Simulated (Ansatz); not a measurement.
Geometry optimisation of CH2ClFTe, SMILES `FC(Cl)[TeH]`.

```yaml
crystal:
  periodic: [false, false, false]
  atoms:
    - {symbol: F, position_ang: [0.156971, -1.808938, -0.284361]}
    - {symbol: C, position_ang: [0.343664, -0.474340, -0.123985]}
    - {symbol: Cl, position_ang: [1.293528, -0.147223, 1.354038]}
    - {symbol: Te, position_ang: [-1.676145, 0.454338, -0.100706]}
    - {symbol: H, position_ang: [0.921218, -0.068228, -0.978097]}
    - {symbol: H, position_ang: [-0.997237, 1.980291, 0.086812]}
basis:
  gaussian: {orbitals: def2-TZVP}
hamiltonian: {xc: pbe0, dispersion: d4}
relax: {f_tol: 0.005, max_steps: 150}
```

```sh
$ ansatz run in.yaml --threads 2 --pin off --events-out ev --progress --plain --max-ram 4352MiB
```

Output, abridged:

```
Functional definition: PBE0
mean field -23596.08964864 eV, -867.1403005834 hartree, gradient 4.4e-5 eV, S^2 0.000000; 0 other end points of the search recorded, 0 dependent functions left out
relax step   1: F+E_penalty+E_count = -23596.22068141 eV  Δ(F+E_penalty+E_count) = +0.000e0 eV  max|allowed force component| = 7.453e-1 eV/Å  Δτ_max = 0.0000 Å  (28 SCF iters, accepted)
mean field -23596.11829320 eV, -867.1413532517 hartree, gradient 1.5e-5 eV, S^2 0.000000; 0 other end points of the search recorded, 0 dependent functions left out
relax step   2: F+E_penalty+E_count = -23596.25073264 eV  Δ(F+E_penalty+E_count) = -3.005e-2 eV  max|allowed force component| = 4.142e-1 eV/Å  Δτ_max = 0.0538 Å  (32 SCF iters, accepted)
mean field -23596.12605509 eV, -867.1416384957 hartree, gradient 1.3e-5 eV, S^2 0.000000; 0 other end points of the search recorded, 0 dependent functions left out
relax step   3: F+E_penalty+E_count = -23596.25783630 eV  Δ(F+E_penalty+E_count) = -7.104e-3 eV  max|allowed force component| = 2.095e-1 eV/Å  Δτ_max = 0.0414 Å  (32 SCF iters, accepted)
mean field -23596.11623099 eV, -867.1412774669 hartree, gradient 1.3e-5 eV, S^2 0.000000; 0 other end points of the search recorded, 0 dependent functions left out
relax step   4: F+E_penalty+E_count = -23596.24805161 eV  Δ(F+E_penalty+E_count) = +9.785e-3 eV  max|allowed force component| = 4.405e-1 eV/Å  Δτ_max = 0.0556 Å  (32 SCF iters, rejected (line search))
mean field -23596.12810747 eV, -867.1417139196 hartree, gradient 1.1e-5 eV, S^2 0.000000; 0 other end points of the search recorded, 0 dependent functions left out
relax step   5: F+E_penalty+E_count = -23596.25998924 eV  Δ(F+E_penalty+E_count) = -2.153e-3 eV  max|allowed force component| = 2.052e-2 eV/Å  Δτ_max = 0.0144 Å  (33 SCF iters, accepted)
mean field -23596.12821396 eV, -867.1417178330 hartree, gradient 1.1e-5 eV, S^2 0.000000; 0 other end points of the search recorded, 0 dependent functions left out
relax step   6: F+E_penalty+E_count = -23596.26013669 eV  Δ(F+E_penalty+E_count) = -1.475e-4 eV  max|allowed force component| = 1.061e-2 eV/Å  Δτ_max = 0.0148 Å  (33 SCF iters, accepted)
mean field -23596.12823516 eV, -867.1417186121 hartree, gradient 1.1e-5 eV, S^2 0.000000; 0 other end points of the search recorded, 0 dependent functions left out
relax step   7: F+E_penalty+E_count = -23596.26016315 eV  Δ(F+E_penalty+E_count) = -2.646e-5 eV  max|allowed force component| = 1.391e-2 eV/Å  Δτ_max = 0.0086 Å  (33 SCF iters, accepted)
mean field -23596.12824328 eV, -867.1417189102 hartree, gradient 1.1e-5 eV, S^2 0.000000; 0 other end points of the search recorded, 0 dependent functions left out
relax step   8: F+E_penalty+E_count = -23596.26017969 eV  Δ(F+E_penalty+E_count) = -1.654e-5 eV  max|allowed force component| = 4.711e-3 eV/Å  Δτ_max = 0.0057 Å  (34 SCF iters, accepted)
mean field -23596.12824328 eV, -867.1417189102 hartree, gradient 1.1e-5 eV, S^2 0.000000; 1 other end points of the search recorded, 0 dependent functions left out
Total energy: -23596.26020660 eV, -867.1465684728 hartree
Atom 0 at     0.151503    -1.790630    -0.270422 Å, force     0.000317     0.001615     0.002772 eV/Å
Atom 1 at     0.335308    -0.455116    -0.127739 Å, force     0.001210    -0.000010    -0.004711 eV/Å
Atom 2 at     1.272729    -0.136284     1.328982 Å, force    -0.000631    -0.001315     0.000236 eV/Å
Atom 3 at    -1.638108     0.447983    -0.118083 Å, force     0.000560    -0.000372    -0.000124 eV/Å
Atom 4 at     0.914822    -0.086722    -0.971735 Å, force    -0.001288    -0.000050     0.001341 eV/Å
Atom 5 at    -0.994255     1.956668     0.112698 Å, force    -0.000168     0.000132     0.000485 eV/Å
Dipole moment:    -0.036375     0.246341    -0.185090 e Å
```

Run time 37 s (2 threads of an Arm Neoverse V1 on a shared host); peak host memory 0.37 GiB.
